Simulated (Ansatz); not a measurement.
Reaction (silylene formation by 1,1-elimination): `C=N[SiH2]F` → `C=N` + `F[SiH]`

Calculated with Ansatz (gas phase, PBE0-D4/def2-TZVP geometries, no zero-point term in ΔE). CCSD(T)/CBS is the MP2 limit (def2-TZVPP, def2-QZVPP) plus CCSD(T) − MP2 in def2-TZVPP, frozen cores. This one scheme is used for every species. DFT in def2-TZVPP. B3LYP here is the variant with VWN-RPA as its local correlation; programs differ in this. HSE06 is defined as in plane-wave codes. One conformer a species, not always the lowest.

`C=N[SiH2]F`:

Z-matrix (Å, degrees):
```
Si
N 1 1.716
F 1 1.604 2 113.4
H 1 1.478 2 107.9 3 119.0
H 1 1.478 2 107.9 3 -119.0
C 2 1.257 1 129.6 3 -0.0
H 6 1.099 2 124.1 1 0.0
H 6 1.096 2 120.2 1 -180.0
```

`C=N`:

Cartesian coordinates in Å:
```
C -0.030 0.389 0.006
N 0.066 -0.717 -0.590
H -0.059 0.514 1.095
H -0.090 1.304 -0.587
H 0.113 -1.489 0.076
```

`F[SiH]`:

```xyz
3

F     1.042    0.184    0.648
Si   -0.513    0.389    0.278
H    -0.529   -0.573   -0.925
```

```tsv
level	ΔE (kJ/mol)	difference from CCSD(T)/CBS
LDA (SPW92)	277.6	22.3
PBE-D4	248.5	-6.8
revPBE-D4	244.7	-10.6
BLYP-D4	237.3	-18.0
r2SCAN-D4	275.6	20.3
B97M-V	253.4	-1.9
PBE0-D4	262.6	7.3
B3LYP-D4	251.4	-3.9
r2SCANh-D4	277.4	22.1
r2SCAN0-D4	280.1	24.8
HSE06-D4	262.4	7.1
ωB97X-V	263.6	8.3
ωB97M-V	248.2	-7.1
B2PLYP	252.4	-2.9
PBE-QIDH	272.9	17.6
PBE	241.5	-13.8
revPBE	225.8	-29.5
BLYP	222.2	-33.1
r2SCAN	273.9	18.6
PBE0	256.6	1.3
B3LYP	240.1	-15.2
r2SCANh	275.5	20.2
r2SCAN0	278.0	22.7
HSE06	256.8	1.5
BHLYP	258.9	3.6
CAM-B3LYP	254.3	-1.0
HF/def2-SVP	248.8	-6.5
MP2/def2-SVP	257.9	2.6
CCSD/def2-SVP	233.5	-21.8
CCSD(T)/def2-SVP	234.6	-20.7
HF/def2-TZVPP	255.5	0.2
MP2/def2-TZVPP	270.2	14.9
SCS-MP2/def2-TZVPP	259.9	4.6
CCSD(T)/def2-TZVPP	249.0	-6.3
HF/def2-QZVPP	255.9	0.6
MP2/def2-QZVPP	273.9	18.6
SCS-MP2/def2-QZVPP	264.0	8.7
HF/CBS(def2)	256.0	0.7
MP2/CBS(def2)	276.5	21.2
CCSD/CBS(def2)	253.8	-1.5
CCSD(T)/CBS	255.3	0
```

Largest T1 diagnostic among the species: 0.015.

Leaving LDA and LC-ωPBE aside and taking each functional with its dispersion term where it has one, the values spread over 42.8 kJ/mol, from BLYP-D4 to r2SCAN0-D4. LDA lies +36.1 kJ/mol from PBE without D4. From r2SCAN to r2SCAN0 (25 % exact exchange), in def2-TZVPP and without D4, ΔE moves by +4.1 kJ/mol. At CCSD(T), def2-SVP lies −20.7 kJ/mol from the extrapolated value and def2-TZVPP −6.3 kJ/mol.
